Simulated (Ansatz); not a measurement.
Ge₃F₆, relaxed as a singlet with RKS PBE-D4/def2-SVP in Ansatz, starting from the GFN2-xTB geometry. Force threshold 0.03 eV/Å.

Another isomer (singlet) lies 0.02 eV lower at PBE-D4/def2-SVP; other spin states weren't run for this one.

Start:

Cartesian coordinates in Å:
```
Ge 0.915 1.233 -1.375
Ge 0.831 -1.730 1.423
Ge -2.291 0.700 0.294
F 0.417 -3.120 0.361
F -1.763 0.331 -1.441
F 1.408 -0.492 -0.222
F 2.196 2.180 -0.526
F -1.142 -0.864 1.186
F -0.572 1.762 0.300
```

```tsv
step	energy (eV)	largest force component (eV/Å)	SCF passes
1	-185788.6638	2.027	22
2	-185789.2168	0.599	25
3	-185789.3551	0.363	20
4	-185789.3869	0.161	21
5	-185789.4010	0.321	25
6	-185789.4131	0.161	20
7	-185789.4151	0.098	20
8	-185789.4183	0.029	20
9	-185789.4187	0.024	20
```

Force components are those of the run's own axes.

End:

```xyz
9

Ge    0.976    1.312   -1.271
Ge    0.786   -1.608    1.191
Ge   -2.090    0.563    0.276
F     0.042   -2.826    0.148
F    -1.626   -0.270   -1.237
F     1.249   -0.428   -0.340
F     2.131    2.120   -0.198
F    -0.940   -0.595    1.395
F    -0.526    1.732    0.036
```

Bonds formed: Ge1–F9 (atoms count from 1). The end is the same structure that another start reached.

The force fell under the threshold at step 8, but the optimiser went on. No frequencies were taken in this run, so the end may be a saddle point.

It took 53 s on 4 threads of Intel Xeon on a shared host.
